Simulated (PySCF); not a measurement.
Isomers of C3HF5O2, one GFN2-xTB conformer each. Single-point energies are computed at PBE0/pcSseg-1 (PySCF, gas phase, no added dispersion term), electronic only.

```tsv
SMILES	GFN2-xTB relative energy (kJ/mol)
O=C(OC(F)(F)F)C(F)F	0.0
O=C(O)C(F)(F)C(F)(F)F	35.9
```

Conformers: `[O:1]=[C:2]([O:3][C:4]([F:5])([F:6])[F:7])[CH:8]([F:9])[F:10]` with O1–C2–O3–C4 0°, O1–C2–C8–F9 -120°; `[O:1]=[C:2]([OH:3])[C:4]([F:5])([F:6])[C:7]([F:8])([F:9])[F:10]` with O1–C2–O3–H -1°, O1–C2–C4–F5 29°.

Problem. What does PBE0/pcSseg-1 give for the same structures?

Solution. 
```tsv
SMILES	PBE0/pcSseg-1 E (Eh)	PBE0/pcSseg-1 (kJ/mol)	GFN2-xTB (kJ/mol)	point group
O=C(O)C(F)(F)C(F)(F)F	-763.78023	0.0	35.9	C1
O=C(OC(F)(F)F)C(F)F	-763.77700	8.5	0.0	Cs
```

GFN2-xTB puts O=C(OC(F)(F)F)C(F)F lowest instead. As drawn, the lower has an O–H bond, which the higher lacks. Neighbours under 10 kJ/mol apart (O=C(O)C(F)(F)C(F)(F)F and O=C(OC(F)(F)F)C(F)F) can change places with a better method, another conformer or zero-point energy.

Problem. Which frontier levels, dipoles and rotational constants go with these structures?

Solution. 
| SMILES | HOMO (eV, PBE0/pcSseg-1) | LUMO (eV) | dipole (D) | A, B, C (MHz) |
| --- | --- | --- | --- | --- |
| O=C(O)C(F)(F)C(F)(F)F | -9.22 | -1.17 | 2.51 | 1856, 1171, 1136 |
| O=C(OC(F)(F)F)C(F)F | -9.62 | -1.76 | 1.39 | 2425, 815.9, 776.1 |
